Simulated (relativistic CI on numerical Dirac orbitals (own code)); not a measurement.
# Transition arrays of Sr18+

These numbers are calculated, not measured: Dirac-Coulomb-Breit CI, KLI orbitals optimised for each configuration, model QED (radiative potential, 1s self-energy scaled to tabulated hydrogen-like ionisation energies), valence Slater integrals scaled by 0.9, whole transition arrays (own radial code, finite nucleus).

Configurations in the expansion (outside the closed core [Ne] 3s2): 3p6 3d2, 3p6 3d 4f, 3p5 3d3, 3p6 3d 4p, 3p6 3d 5f. Levels of other configurations are missing.

All E1 lines from the levels of 3p6 3d2; mean and standard deviation are weighted by gf, and upper levels are sorted by their leading configuration.

```tsv
Upper configuration	Lines	Σgf	Mean (eV)	Mean (nm)	σ (eV)	Strongest line (nm)
3p6 3d 4f	81	71.7	398.35	3.112	3.22	3.110
3p5 3d3	466	78.8	143.05	8.667	9.53	8.346
3p6 3d 4p	60	3.4	314.20	3.946	3.14	3.959
3p6 3d 5f	81	21.2	513.26	2.416	3.43	2.423
```

Σgf per state of the lower configuration in bins of 0.2 nm over the central range (centre: value): 2.3: 0.08, 2.5: 0.40, 3.1: 1.56, 3.3: 0.03, 3.9: 0.07, 7.9: 0.03, 8.1: 0.30, 8.3: 0.37, 8.5: 0.26, 8.7: 0.20, 8.9: 0.15, 9.1: 0.10, 9.3: 0.15, 9.5: 0.03, 9.7: 0.04.

Question: How do configuration mixing and the scaling of the Slater integrals move the arrays?

Answer: Slater scale 0.9, no configuration mixing: 3p6 3d 4f 398.1 ± 3.1 eV (Σgf 66.1), 3p5 3d3 143.1 ± 9.5 eV (Σgf 81.6), 3p6 3d 4p 314.2 ± 3.0 eV (Σgf 3.9), 3p6 3d 5f 513.1 ± 3.4 eV (Σgf 17.6); Slater scale 1: 3p6 3d 4f 398.6 ± 3.5 eV (Σgf 72.5), 3p5 3d3 145.7 ± 10.3 eV (Σgf 79.9), 3p6 3d 4p 314.2 ± 3.5 eV (Σgf 3.3), 3p6 3d 5f 513.4 ± 3.8 eV (Σgf 21.5); Slater scale 0.8: 3p6 3d 4f 398.1 ± 2.9 eV (Σgf 70.8), 3p5 3d3 140.4 ± 8.8 eV (Σgf 77.7), 3p6 3d 4p 314.2 ± 2.8 eV (Σgf 3.4), 3p6 3d 5f 513.2 ± 3.1 eV (Σgf 21.0). With mixing, levels are counted to their leading configuration, so an array can shrink or vanish into another, and the sums then hold other lines.
